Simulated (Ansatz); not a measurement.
Reactions of Ge2H9N3 (`[NH2][GeH2][NH][GeH2][NH2]`).

Program: Ansatz. Geometries: PBE0-D4/def2-TZVP. ΔE: electronic, gas phase. CCSD(T)/CBS adds triple-zeta CCSD(T) − MP2 to the extrapolated MP2 energy (def2 sets, frozen cores). This one scheme is used for every species. Functionals use def2-TZVPP. B3LYP here is the variant with VWN-RPA as its local correlation; programs differ in this. For Ge outer-core shells are correlated without core-valence functions, which leaves a few kJ/mol of doubt a bond. Scalar relativity is left out up to krypton. One conformer a species, not always the lowest.

| reaction | ωB97M-V (kcal/mol) | MP2/CBS(def2) (kcal/mol) | B3LYP-D4 (kcal/mol) | CCSD(T)/CBS(def2) (kcal/mol) |
| --- | --- | --- | --- | --- |
| `[NH2][GeH2][NH][GeH2][NH2]` + `N[SiH2]C[SiH2]N` → `N[SiH2][CH2][GeH2][NH2]` + `N[SiH2][NH][GeH2][NH2]` | -8.9 | -9.8 | -9.0 | -9.6 |
| `[NH2][GeH2][NH][GeH2][NH2]` + `F[SiH3]` → `[NH2][GeH2][SiH2]F` + `[NH2][GeH2][NH2]` | 6.3 | 8.4 | 5.4 | 6.9 |
| `[NH2][GeH2][NH][GeH2][NH2]` + `FCS` → `[NH2][GeH2][S]CF` + `[NH2][GeH2][NH2]` | -7.5 | -7.5 | -7.9 | -7.0 |
| `[NH2][GeH2][NH][GeH2][NH2]` + `N[SiH3]` → `[NH2][GeH3]` + `N[SiH2][NH][GeH2][NH2]` | -12.0 | -11.3 | -11.7 | -11.4 |
| `[NH2][GeH2][NH][GeH2][NH2]` + H₂ → `[NH2][GeH3]` + `[NH2][GeH2][NH2]` | 2.0 | 5.0 | 2.2 | 3.2 |
| `[NH2][GeH2][NH][GeH2][NH2]` + `N[SiH2]S[SiH2]N` → `N[SiH2][S][GeH2][NH2]` + `N[SiH2][NH][GeH2][NH2]` | -9.0 | -8.5 | -9.3 | -8.6 |
| `[NH2][GeH2][NH][GeH2][NH2]` + `N[SiH](F)Cl` → `[NH2][GeH2][Cl]` + `[NH2][GeH2][NH][SiH](N)F` | -11.7 | -10.2 | -12.4 | -10.6 |
| `[NH2][GeH2][NH][GeH2][NH2]` + `N[SiH2][SiH2]Cl` → `[NH2][GeH2][SiH2]Cl` + `N[SiH2][NH][GeH2][NH2]` | -15.1 | -14.9 | -14.5 | -14.4 |
| `[NH2][GeH2][NH][GeH2][NH2]` + `N[SiH](O)F` → `[NH2][GeH2][OH]` + `[NH2][GeH2][NH][SiH](N)F` | 4.3 | 5.1 | 4.1 | 5.0 |
| `[NH2][GeH2][NH][GeH2][NH2]` + HCl → `[NH2][GeH2][Cl]` + `[NH2][GeH2][NH2]` | -15.4 | -14.1 | -15.4 | -13.8 |

Largest T1 diagnostic: 0.012, for `[NH2][GeH2][S]CF`.
